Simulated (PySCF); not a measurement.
Mo(S)2(SH)2 (H2MoS4), SMILES [SH][Mo](=[S])(=[S])[SH], multiplicity 1. Heavy atoms are numbered as in [Mo:1](=[S:2])(=[S:3])([SH:4])[SH:6]. Hydrogens are named by the atom that carries them.

Coordinates come from a B3LYP-D3(BJ)/def2-SVP optimisation. The multiplicity is an assumed one; no other spin state was optimised. The structure was generated by enumeration; whether it is a known compound was not checked. The def2 effective core potentials stand for the cores of Mo; spin–orbit coupling is left out. One conformer was computed; it need not be the lowest.

Calculation: PySCF with PBE/def2-TZVP.

ESP charges are fitted to the potential on shells at 1.4 to 2.0 van der Waals radii. Atomic charges (e), one atom of each kind:

| atom | Mulliken | Löwdin | ESP fit |
|---|---|---|---|
| Mo1 | 0.85 | -0.82 | 0.09 |
| S2 | -0.29 | 0.20 | -0.06 |
| S4 (SH) | -0.32 | 0.14 | -0.17 |
| H on S4 | 0.19 | 0.07 | 0.18 |
